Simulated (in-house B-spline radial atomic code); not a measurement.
Results of a calculation; reference values are marked as such.
**Making a Troullier-Martins s channel for Te, r_c = 1.41 bohr**

Te, [Kr] 4d10 5s2 5p4, non-relativistic PBE, spherical and spin-unpolarised, from a B-spline radial code for spherical atoms (atomic units). The all-electron 5s level is ε = -0.512919 hartree, its outermost node lies just inside 0.97 bohr and its outer maximum at 1.88 bohr.

Inside r_c the pseudo-orbital is u(r) = r^1 exp(p(r)), with p = c0 + c2 r² + c4 r⁴ + … + c12 r¹². The seven coefficients follow from p and its first four derivatives at r_c, from zero curvature of the screened potential at the origin, c4 = −c2²/(2l + 5), and from the norm inside r_c. At r_c the all-electron orbital has P = 0.6196653, P' = 0.8053614, the screened potential V = -2.439139, V' = 4.331266, V'' = -10.68531, and the norm inside is Q = 0.1234189.

**Question.** What are p, p' and p'' at r_c?

**Answer.** p = ln(P/r_c^1) = ln(0.6196653/1.41) = -0.82217. p' = P'/P − 1/r_c = 1.29967 − 0.70922 = 0.59045. The radial equation gives p'' = 2(V − ε) − 2(1) p'/r_c − p'² = -3.85244 − (0.83752) − 0.34863 = -5.03859. Differentiating, p''' = 2V' + 2(1)p'/r_c² − 2(1)p''/r_c − 2p'p'' = 22.354, and p'''' = 2V'' − 4(1)p'/r_c³ + 4(1)p''/r_c² − 2(1)p'''/r_c − 2p''² − 2p'p''' = -141.23.

For a trial c2 the five matching conditions are linear in c0, c6, c8, c10 and c12, and c2 is varied until the norm inside r_c equals Q. The root nearest zero gives:

| n | c_n |
| --- | --- |
| 0 | 0.02736505 |
| 2 | -2.787413 |
| 4 | -1.553934 |
| 6 | 6.543964 |
| 8 | -5.004316 |
| 10 | 1.572966 |
| 12 | -0.1824076 |

**Question.** Check c4 and p(r_c), and find the screened pseudopotential at the origin.

**Answer.** −c2²/5 = -1.55393, as listed. The terms c_n r_c^n are 0.02737, -5.54166, -6.14199, 51.42278, -78.18035, 48.85516, -11.26347, which sum to -0.82217. Inverting the radial equation, V_l(r) = ε + 1 p'/r + (p'' + p'²)/2, so V_l(0) = ε + (2l + 3) c2 = -0.512919 + 3 × (-2.78741) = -8.8752 hartree, finite where the all-electron potential diverges.

Orbitals and screened potentials:

```csv
r (bohr),P,u,V all-electron,V pseudo
0.141,-0.01607,0.137,-211.7,-8.81
0.352,0.08827,0.2529,-48.91,-6.919
0.564,-0.3641,0.2405,-20.1,-1.338
0.776,-0.2797,0.2057,-10.27,3.628
0.987,0.06353,0.2444,-5.862,5.647
1.198,0.3929,0.4082,-3.659,1.21
1.41,0.6197,0.6197,-2.439,-2.439
```

Logarithmic derivatives P'/P at R = 1.71 bohr, for energies E around ε:

| E − ε (hartree) | all-electron | pseudo |
| --- | --- | --- |
| -0.5 | 0.708558 | 0.686916 |
| -0.25 | 0.502376 | 0.495379 |
| -0.1 | 0.370455 | 0.369109 |
| 0 | 0.278642 | 0.278625 |
| 0.1 | 0.183448 | 0.181694 |
| 0.25 | 0.0337125 | 0.0199858 |
| 0.5 | -0.237096 | -0.326436 |

**Question.** With P(R) = 0.7659913 and a norm of 0.2741844 inside R, what slope in energy does norm conservation fix?

**Answer.** d(P'/P)/dE = −2 × (norm inside R)/P(R)² = -0.9346 per hartree·bohr at E = ε, for both atoms, since orbital and norm agree at R. Differences over ±0.1 hartree give -0.9350 (all-electron) and -0.9371 (pseudo), which also hold third-order terms. Half a hartree below ε the two curves differ by -0.0216.
